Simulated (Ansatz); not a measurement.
`F[SiH2]CC[SiH3]` + H₂ → `C[SiH2]F` + `C[SiH3]` at 400 K and 1 bar (hydrogenolysis of a C–C bond).

Computed with Ansatz on PBE0-D4/def2-TZVP structures; ΔE is electronic, products minus reactants. CBS: MP2 limit from def2 TZ/QZ plus the TZ coupled-cluster correction, frozen cores. This one scheme is used for every species. Each species was taken in one conformer, which may not be the lowest.

```json
{"species": "`F[SiH2]CC[SiH3]`", "CCSD(T)/CBS energy (Eh)": "-759.53495", "H − E (kJ/mol)": "301.8", "S (J/(mol·K))": "418.0"}
{"species": "H₂", "CCSD(T)/CBS energy (Eh)": "-1.17544", "H − E (kJ/mol)": "38.0", "S (J/(mol·K))": "139.0"}
{"species": "`C[SiH2]F`", "CCSD(T)/CBS energy (Eh)": "-430.00374", "H − E (kJ/mol)": "171.0", "S (J/(mol·K))": "310.0"}
{"species": "`C[SiH3]`", "CCSD(T)/CBS energy (Eh)": "-330.73916", "H − E (kJ/mol)": "180.9", "S (J/(mol·K))": "277.1"}
```

H − E and S are ideal-gas, rigid-rotor, harmonic terms from PBE0-D4/def2-TZVP, for one conformer and one mirror image of each species. The MP2-based limit puts H₂ 0.8 mEh under its directly extrapolated value; such offsets cancel only in part. 1 Eh = 2625.50 kJ/mol, R = 8.31446 J/(mol·K).

Task: By hand: ΔE, ΔH, ΔS and ΔG.

Result: ΔE = (-430.00374) + (-330.73916) − (-759.53495) − (-1.17544) = -0.03251 Eh = -85.4 kJ/mol. Δ(H − E) = 171.0 + 180.9 − 301.8 − 38.0 = 12.1, so ΔH = -73.3 kJ/mol. ΔS = 310.0 + 277.1 − 418.0 − 139.0 = 30.1 J/(mol·K). ΔG = -73.3 − 400 × (30.1)/1000 = -85.3 kJ/mol.

Task: By hand: the equilibrium constant, and the temperature at which ΔG would vanish if ΔH and ΔS stayed fixed.

Result: log₁₀ K = −ΔG/(RT ln 10) = 11.1. ΔH and −TΔS have one sign here, so there is no such temperature.

ΔH outweighs TΔS. A doubt of 5 kJ/mol in ΔE shifts log₁₀ K by 0.7 here. Other conformers and mirror images would add mixing entropy, several J/(mol·K) or more a flexible species. Modes under 60 cm⁻¹, often nearly free rotors, make the harmonic entropy too high. These are equilibria of isolated gas molecules and say nothing of rates. Largest T1 diagnostic: 0.011 (customary marks: 0.02 for closed shells, 0.045 for open ones).
